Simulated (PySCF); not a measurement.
## Computed structure and properties of Hg2I2

System: Hg2I2 (singlet); start: displaced along the imaginary mode (C2v). Method: PySCF 2.14.0, RKS r2SCAN, Hg def2-SVP with ECP60, I def2-SVP with ECP28; non-relativistic Hamiltonian with scalar-relativistic core potentials where named; density fitting; no spin-orbit coupling.

Input of the relaxation:

```python
mol = gto.M(atom='''
Hg     0.00000    -0.00000     2.37910
Hg    -0.00000     0.00000    -2.06493
I      2.00343    -0.00000    -0.25000
I     -2.00343     0.00000    -0.25000''',
    basis={'Hg': 'def2-SVP', 'I': 'def2-SVP'},
    ecp={'Hg': 'def2-SVP', 'I': 'def2-SVP'},
    charge=0, spin=0)
mf = dft.RKS(mol, xc='R2SCAN')
mf.grids.atom_grid = (50, 194)
mf = mf.density_fit()  # fitting sets: Hg def2-universal-JKFIT, I def2-universal-JKFIT
mf.conv_tol = 1e-08; mf.max_cycle = 55
mf.kernel(dm0)  # dm0: converged density of the start geometry
# quasi-Newton relaxation in Cartesian coordinates to a largest gradient under 0.00045 Eh/bohr, steps kept in the point group
```

Run from Python with OMP_NUM_THREADS=2; the lines above give its settings. Where DIIS fails, smearing, a level shift and second-order steps follow.
It took 91 s on 2 threads of Arm Neoverse V2 (shared host), from the converged density of the start.

Course of the relaxation:

| step | energy above end (eV) | largest force component within the symmetry (eV/Å) |
| --- | --- | --- |
| 0 | 1.5206 | 0.756 |
| 1 | 1.4446 | 0.529 |
| 2 | 1.2174 | 1.055 |
| 3 | 0.9987 | 1.491 |
| 4 | 0.8465 | 1.360 |
| 5 | 0.6104 | 1.259 |
| 6 | 0.1364 | 0.484 |
| 7 | 0.0414 | 0.431 |
| 10 | 0.0037 | 0.050 |
| 11 | 0.0032 | 0.046 |
| 12 | 0.0012 | 0.041 |
| 13 | 0.0003 | 0.041 |
| 14 | 0.0000 | 0.015 |
| 15 | 0.0000 | 0.002 |
(The steps between are left out.)

Relaxed geometry (C2v):

```xyz
4

Hg    0.0000    0.0000    2.4902
Hg    0.0000    0.0000   -0.8177
I     2.6226    0.0000   -0.9292
I    -2.6226    0.0000   -0.9292
```

```csv
contact,Å
Hg2–I3 (I),2.625
Hg2–I4 (I),2.625
```

On the finer grid (75, 302):

- HOMO: -6.81 eV
- LUMO: -3.60 eV
- Dipole about the centre of mass: 0.88 D
- Set of Mulliken populations of Hg1 outside the core potential: s 3.90, p 6.04, d 9.99, f 0.00
- D3(BJ) dispersion energy (not in the energies): -0.058 eV

```
atom  Mulliken (e)  Löwdin (e)  spin (e)
 Hg1          0.06        0.06      0.00
 Hg2          0.32       -0.05      0.00
  I3         -0.19       -0.01      0.00
  I4         -0.19       -0.01      0.00
```

No frequency check is given for this geometry.

Taking off one I (charge -1, singlet; the rest: singlet) in vacuum, both parts rigid, costs 7.95 eV; the small basis without counterpoise inflates it. Most of it is the attraction of opposite charges; other ways to part are cheaper, and one spin state was tried for the rest.

Rigid scan of I along the line from its metal:

(distance to I3 (Å), energy (eV)): (2.32, 0.705), (2.42, 0.268), (2.52, 0.058), (2.62, 0.000), (2.72, 0.045), (2.82, 0.155), (3.02, 0.482), (3.32, 1.047), (3.72, 1.723), (4.22, 2.334)

One start shape was tried, so this needn't be the lowest isomer.
